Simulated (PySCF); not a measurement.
Checking a proposed structure

A compound C₄H₁₀O₂Si gives the data below (simulated from a calculation) and was assigned the structure `C[Si](C)(C)OC=O`.

$^{13}$C{$^{1}$H} NMR (computed): δ 21.6 (CH3), 8.5 (CH2, 2C), 5.1 (C).

$^{1}$H NMR (500 MHz, computed): δ 4.50 (s, 1H), 1.64 (br s, 2H), 1.12 (s, 3H), 0.22 (m, 2H), 0.08 (m, 2H).

No relativistic terms, single conformer, isolated molecule, fast rotation and ring inversion assumed for equivalent nuclei. Structure optimised with GFN2-xTB; shielding tensors at PBE0/pcSseg-1 (GIAO); PySCF 2.14.

Referencing at the same level of theory: $^{1}$H, $^{13}$C against TMS.

Q: Compare with the shifts computed for the proposed structure, pairing carbons in order of shift.

A: Atom-mapped SMILES (the numbers label the heavy atoms): `[CH3:1][Si:2]([CH3:3])([CH3:4])[O:5][CH:6]=[O:7]`; H(Xn) means a hydrogen on atom n.

```csv
atom,computed for proposal,given list,difference
C6,165.3,21.6,+143.7
C1,0.3,8.5,-8.2
C3,0.3,8.5,-8.2
C4,0.3,5.1,-4.8
```

The rms difference is 72.1 ppm and the largest +143.7 ppm at C6 (carbonyl carbon). The proposal also would give 2 carbon signals, not 3. The carbon types in order of shift don't match either: CH, CH3, CH3, CH3 for the proposal against CH3, CH2, CH2, C in the data. The proposal doesn't fit.

Q: Which isomer fits?

A: SMILES CC1([SiH](O)O)CC1.

Carbon types of the structure: 1 × C, 2 × CH2, 1 × CH3, leaving 3 H on heteroatoms. δC 21.6: methyl carbon; a saturated carbon with 1 carbon neighbour and no heteroatom attached. δC 8.5, 5.1: three-membered-ring carbon; carbons of three-membered rings are unusually shielded. δH 1.64: hydrogen on an oxygen bonded to Si; exchangeable; this is the value without hydrogen bonding to other molecules. δH 0.22, 0.08: hydrogen on a three-membered-ring carbon; cyclopropane-type protons are shielded by the ring.

Other isomers checked: C=CO[Si@@H](C)OC (rms 81.4 ppm).

The shifts were computed for this structure.

The OH or NH signal is concentration- and solvent-dependent in practice; the value given is the gas-phase one. Shifts are as computed. Against solution values, carbons near 30 ppm lie about +3 ppm off and those near 130 ppm about +5 ppm. Of 1211 compounds with measured shifts, 218 miss one by over three times the rms of a fit or turn the order of signals round; such compounds aren't used in these exercises. No couplings were computed; multiplicities are counted from neighbouring protons, with m where these are inequivalent, close in shift, in a saturated or five-membered ring or joined by F or P, and br s for small geminal =CH2 splittings.
